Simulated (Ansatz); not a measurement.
H8N2Si3, SMILES `N[Si]N([SiH3])[SiH3]`, relaxed with RKS PBE-D4/def2-SVP in the Gaussian-basis code of Ansatz from a rough embedded geometry. The force threshold is 0.03 eV/Å; the program also tests the step.

The species carries charge 0 and has multiplicity 1.

Start:

```xyz
13

N     0.575   -2.474    0.328
Si    1.151   -0.969    0.563
N    -0.180   -0.134   -0.061
Si    0.445    0.904   -1.323
Si   -0.781    0.915    1.162
H     0.353   -2.664   -0.671
H    -0.312   -2.609    0.788
H    -0.712    1.649   -1.890
H     0.932    0.006   -2.468
H     1.462    1.802   -0.924
H    -1.279    0.089    2.247
H    -1.901    1.698    0.600
H     0.247    1.787    1.648
```

Question: By how much does the energy fall, and how many steps does the optimiser take? (An estimate is asked.)

Answer: Ansatz gave: 59.13 kcal/mol, in 28 steps, 1 of them rejected.

Question: Which bonds change most? (Estimate.)

Answer: Computed: N1–Si2 from 1.628 to 1.741 Å; Si2–N3 from 1.691 to 1.792 Å; Si4–H10 from 1.414 to 1.506 Å; Si5–H13 from 1.433 to 1.505 Å.

Question: Give the relaxed structure. (Estimate.)

Answer: Computed: 
```xyz
13

N    -0.046   -2.456    0.559
Si    0.613   -1.578   -0.792
N     0.207    0.111   -0.356
Si    0.751    1.382   -1.471
Si   -0.749    0.612    1.050
H     0.034   -3.476    0.560
H    -0.468   -2.120    1.432
H    -0.414    2.197   -1.968
H     1.427    0.711   -2.633
H     1.718    2.320   -0.800
H    -0.246   -0.061    2.301
H    -2.204    0.256    0.894
H    -0.624    2.102    1.224
```
